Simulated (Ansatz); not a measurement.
Basis sets compared for Ge(CCH)H3 (C2H4Ge). Total charge 0; singlet. Geometry r2SCAN-D4/def2-TZVP. Ansatz on 4 threads of Arm Neoverse V1 on a shared host; times are rough, and most runs start from earlier orbitals.

Cartesian coordinates in Å:
```
Ge 0.386 -0.932 -0.437
C -0.281 0.677 0.311
C -0.705 1.699 0.798
H -1.076 2.602 1.222
H 1.888 -0.776 -0.678
H -0.336 -1.196 -1.760
H 0.124 -2.075 0.544
```

The 6-31G sets use Cartesian d functions.

Binding counts from free atoms (Ge triplet, C triplet, H doublet) in the same basis, without a counterpoise term.

| level | functions | energy (Eh) | HOMO (eV) | LUMO (eV) | binding per atom (eV) | wall time |
| --- | --- | --- | --- | --- | --- | --- |
| HF/STO-3G | 32 | -2128.8193 | -8.67 | 10.19 | 3.58 | 0.1 s |
| HF/6-31G | 55 | -2152.9795 | -10.74 | 3.91 | 2.49 | 0.25 s |
| HF/def2-TZVP | 134 | -2153.3903 | -10.87 | 3.70 | 2.66 | 0.5 s |
| PBE-D4/def2-SVP | 80 | -2154.7932 | -6.84 | -0.58 | 3.71 | 0.45 s |
| PBE-D4/def2-TZVP (with forces) | 134 | -2155.1443 | -6.95 | -0.75 | 3.70 | 0.95 s |
| r2SCAN-D4/def2-TZVP | 134 | -2155.5087 | -7.20 | -0.50 | 3.65 | 1.6 s |
| PBE0-D4/def2-SVP | 80 | -2154.8582 | -8.11 | 0.36 | 3.66 | 0.65 s |
| PBE0-D4/def2-TZVP | 134 | -2155.2066 | -8.17 | 0.20 | 3.64 | 1 s |

Problem. Estimate the rows for PBE-D4/def2-TZVPD, r2SCAN-D4/def2-TZVPD, PBE0-D4/def2-TZVPD.

Solution. 
| level | functions | energy (Eh) | HOMO (eV) | LUMO (eV) | binding per atom (eV) | wall time |
| --- | --- | --- | --- | --- | --- | --- |
| PBE-D4/def2-TZVPD | 164 | -2155.1449 | -6.97 | -0.82 | 3.70 | 1.2 s |
| r2SCAN-D4/def2-TZVPD | 164 | -2155.5091 | -7.20 | -0.54 | 3.65 | 2.6 s |
| PBE0-D4/def2-TZVPD | 164 | -2155.2071 | -8.17 | 0.11 | 3.64 | 1.8 s |
